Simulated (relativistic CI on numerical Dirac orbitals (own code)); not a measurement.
# One change at a time: Sb⁴⁰⁺

Base calculation: Dirac-Coulomb-Breit CI, KLI orbitals optimised for each configuration, a model potential for QED, unscaled Slater integrals.

CI space (outside the closed core [Ne]): 3s, 3p, 3d, 4s, 4p, 4d, 4f, 5s, 5p, 5d, 5f, 5g, 6s, 6p, 6d. Levels of other configurations are missing.

Variants: (1) P86 correlation estimate; (2) configuration mixing switched off; (3) Breit term removed. Shifts of the energy above 3s 2S_1/2, in eV, for the lowest level and the first level of each name with at least 55 % of one term (blank where a level changes its place among those of its configuration and J or its character, or is not in the variant):

```csv
Level,Base,Δ(1),Δ(2),Δ(3)
3s 2S_1/2,0.00,0.00,0.00,0.00
3p 2P°_1/2,92.41,+0.13,+0.01,-1.07
3p 2P°_3/2,158.45,+0.13,0.00,-0.07
3d 2D_3/2,276.47,-0.24,0.00,+0.41
3d 2D_5/2,291.02,-0.24,-0.01,+1.06
4s 2S_1/2,1323.16,-0.25,-0.02,+0.99
4p 2P°_1/2,1361.31,-0.21,-0.02,+0.55
4p 2P°_3/2,1388.12,-0.21,-0.01,+0.95
4d 2D_3/2,1432.71,-0.33,-0.02,+1.18
4d 2D_5/2,1439.05,-0.33,-0.01,+1.42
4f 2F°_5/2,1462.50,+0.09,-0.01,+1.58
4f 2F°_7/2,1465.18,+0.09,-0.01,+1.61
5s 2S_1/2,1910.12,-0.10,-0.02,+1.31
5p 2P°_1/2,1929.30,-0.08,-0.02,+1.09
5p 2P°_3/2,1942.76,-0.08,-0.01,+1.29
5d 2D_3/2,1964.55,-0.16,-0.02,+1.41
5d 2D_5/2,1967.82,-0.16,-0.01,+1.52
5f 2F°_5/2,1979.42,-0.05,-0.01,+1.59
5f 2F°_7/2,1980.80,-0.05,-0.01,+1.61
5g 2G_7/2,1982.32,-0.26,-0.01,+1.61
5g 2G_9/2,1983.14,-0.26,-0.01,+1.62
6s 2S_1/2,2221.10,0.00,-0.01,+1.44
```

At this charge energies of transitions that change n are usually good to better than 1 %, and those within a shell (Δn = 0) to a few per cent.

Ionisation energy from the two ground configurations alone: base 2898.85 eV; Breit term removed 2900.47 eV. The NIST ASD value (semi-empirical) is 2900 eV.
